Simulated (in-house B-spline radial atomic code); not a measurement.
Values are calculated unless marked as measured or tabulated.
## Correlation energy from the adiabatic connection: ω²r²/2 − Z/r, ω = 0.107, Z = 0.5

Two electrons in a singlet, external potential ω²r²/2 − Z/r, ω = 0.107, Z = 0.5 (atomic units). Full CI in B-splines (partial waves to l = 8, correlation up to 0.6 % small) with the density held fixed gives W(λ) = <V_ee>_λ − U, and E_c is the integral of W(λ) − W(0) from 0 to 1.

| λ | W(λ) − W(0) (hartree) |
| --- | --- |
| 0 | 0.00000 |
| 0.02 | -0.00183 |
| 0.05 | -0.00447 |
| 0.12 | -0.01018 |
| 0.25 | -0.01936 |
| 0.4 | -0.02815 |
| 0.6 | -0.03761 |
| 0.8 | -0.04519 |
| 1 | -0.05140 |

(1) Integrate the table by the trapezoid rule.

(2) Now use only three numbers: W(0) = -0.29908, the initial slope W'(0) = -0.09279 (extrapolated from the first points) and the strong-coupling limit of the point-charge-plus-continuum model, W∞ = -0.4151. What do second-order theory and the interpolation W(λ) = W∞ + (W(0) − W∞)/√(1 + 2χλ) of Seidl, Perdew and Levy give?

Answers

(1) The strips give -0.00002, -0.00009, -0.00051, -0.00192, -0.00356, -0.00658, -0.00828, -0.00966, which sum to -0.03062 hartree. The direct value, W(1) − W(0) + T_c with T_c = 0.02065, is -0.03075; the curve is convex, so chords lie above it and the trapezoids fall short in size by 0.41 %.

(2) Second order keeps the slope alone: E_c = W'(0)/2 = -0.04639, +51 % in size against -0.03075. Matching the slope fixes χ = W'(0)/(W∞ − W(0)) = -0.09279/(-0.11602) = 0.79978. Integrating, with s = √(1 + 2χ) = 1.612313, E_c = −(W(0) − W∞)(s − 1)/(s + 1) = −0.11602 × 0.612313/2.612313 = -0.02719 hartree, -11.6 % in size against the full result. At λ = 1 the formula gives W − W(0) = -0.04406 against -0.05140. Part of the miss can come from the model's W∞.
